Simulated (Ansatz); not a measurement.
The cluster AsSe₉⁻, relaxed as a singlet with RKS PBE-D4/def2-SVP in Ansatz, starting from the GFN2-xTB geometry. Force threshold 0.03 eV/Å.

The structure comes from a short search, and lower isomers may exist.

Start:

```csv
atom,x (Å),y (Å),z (Å)
As1,-0.8441,2.5633,0.9659
Se2,1.5867,2.5607,0.2838
Se3,-1.9872,2.1914,-0.9344
Se4,-0.8854,0.3969,2.2469
Se5,-2.1752,-1.1073,1.0747
Se6,0.5477,-3.6239,0.4565
Se7,2.6431,-2.8536,0.3670
Se8,-0.8716,-2.0377,-0.6009
Se9,1.6048,0.6725,-1.0501
Se10,0.3811,1.2378,-2.8092
```

| step | energy (eV) | largest force component (eV/Å) | SCF passes |
| --- | --- | --- | --- |
| 1 | -648820.8711 | 0.942 | 41 |
| 2 | -648821.0790 | 0.750 | 33 |
| 3 | -648821.1827 | 0.462 | 31 |
| 4 | -648821.3522 | 0.465 | 41 |
| 5 | -648821.4811 | 0.378 | 29 |
| 6 | -648821.5367 | 0.235 | 30 |
| 7 | -648821.5432 | 0.540 | 28 |
| 8 | -648821.5993 | 0.151 | 24 |
| 9 | -648821.6679 | 0.168 | 28 |
| 10 | -648821.7451 | 0.265 | 28 |
| 11 | -648821.8545 | 0.375 | 29 |
| 12 | -648821.9688 | 0.519 | 29 |
| 13 | -648822.0743 | 0.252 | 28 |
| 14 (rejected) | -648822.0293 | 0.557 | 28 |
| 15 | -648822.0914 | 0.135 | 23 |
| 16 (rejected) | -648822.0843 | 0.251 | 23 |
| 17 | -648822.0966 | 0.039 | 23 |
| 18 | -648822.0969 | 0.020 | 23 |

Force components are those of the run's own axes.

End:

Cartesian coordinates in Å:
```
As -0.9943 2.6456 0.6685
Se 1.2333 3.0848 0.7293
Se -1.3800 1.3057 -1.4971
Se -0.7213 0.6425 2.1505
Se -2.2119 -1.0598 1.5538
Se 0.4450 -3.4419 0.1571
Se 2.2517 -2.2479 -0.8850
Se -1.3872 -2.0530 -0.4504
Se 1.9240 0.0774 -0.2763
Se 0.8406 1.0465 -2.1505
```

Bonds lost: Se2–Se9 (atoms count from 1). Bonds formed: Se3–Se10, Se7–Se9 (atoms count from 1).

No frequencies were taken in this run, so the end may be a saddle point.

It took 2.3 min on 4 threads of Arm Neoverse V2 on a shared host, peak host memory 1.1 GiB.
